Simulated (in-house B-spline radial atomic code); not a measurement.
# Ionising the selenium ion Se²⁺ with different functionals

Computed with a radial B-spline atomic code at the basis-set limit: four-component Dirac-Coulomb Hamiltonian, Fermi nucleus of rms radius 4.14 fm, spin-restricted, spherical fractional occupations for the functionals. The ionisation energy is the difference of two self-consistent energies, [Ar] 3d10 4s2 4p2 → [Ar] 3d10 4s2 4p1, without Breit or QED terms; ε is the level of the shell that loses the electron (mean over j). The electron is taken from both j subshells in proportion to 2j + 1, so the result is a j average, not the step between ground levels.

Hybrids are left out here: with spherical fractional occupations of an open shell their exact exchange keeps a self-interaction that integer-occupation calculations don't have.

```csv
method,rung,ΔSCF (eV),-ε(4p) (eV)
LDA VWN5,LDA,31.16,25.71
relativistic LDA,LDA,31.15,25.70
LDA PW92,LDA,31.16,25.71
LDA exchange-only,LDA,29.80,24.37
PBE,GGA,30.87,25.47
PBEsol,GGA,30.91,25.49
BLYP,GGA,30.83,25.38
RPBE,GGA,30.79,25.40
PW91,GGA,30.98,25.55
BP86,GGA,31.04,25.62
AM05,GGA,30.88,25.46
OLYP,GGA,30.70,25.33
```

Problem. How do they compare with the NIST value?

Solution. NIST lists 31.70 eV ± 0.019 (measured, ground level to ground level). Errors run from -1.90 to -0.53 eV. The correlated functionals all miss on the same side by more than they spread, so the cause is common to them (Breit-QED terms, spin polarisation, the choice among j levels, multiplet and fine-structure energies, or a listed next ion that isn't the cheapest removal here) and closeness doesn't rank the functionals.
